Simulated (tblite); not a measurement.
Task: What does the GFN2-xTB structure of `S([Si@H](S)O)[SiH]1CC1` look like in three dimensions?

Result: 
```
atom  x, y, z in Å
O1     1.9717    0.9720    0.8588
Si2    1.9336    0.7287   -0.7447
S3     1.9724   -1.4066   -0.8886
S4     0.2394    1.6600   -1.6692
Si5   -1.5183    0.7438   -0.8173
C6    -1.4147   -0.4095    0.6630
C7    -1.7189   -1.1173   -0.6786
H8     1.8255    1.8356    1.2369
H9     3.0643    1.3218   -1.4280
H10    2.5542   -1.5755    0.2876
H11   -2.5878    1.6852   -1.0529
H12   -2.2102   -0.4288    1.3938
H13   -0.4618   -0.6539    1.1125
H14   -2.7016   -1.5587   -0.7604
H15   -0.9522   -1.7888   -1.0403
```

Orientation and origin are arbitrary. Atoms count from 1 in this order. Si2 (oxygen-bound silicon) is distorted tetrahedral (angles from 102.5° to 114.8°). S3 (sulfur bonded to Si and H) is bent (angle 94.3°). The 3-membered ring Si5–C6–C7 has internal angles of 48.6° to 65.8°. Si5 (SiH silicon) has angles from 48.6° to 125.4°.

Bonds between heavy atoms (Å): O1–Si2 1.622, Si2–S3 2.140, Si2–S4 2.143, S4–Si5 2.158, Si5–C6 1.879, C6–C7 1.547, Si5–C7 1.877.

Structure optimised with GFN2-xTB, isolated species.

Point group: C1 (no symmetry element, even within 0.4 Å). Its GFN2-xTB frequencies are all real (lowest 34 cm⁻¹). The numbers are those of one conformer (H–O1–Si2–S3 -170°, O1–Si2–S3–H -24°, O1–Si2–S4–Si5 -62°, Si2–S4–Si5–C6 10°).

These are computed values.
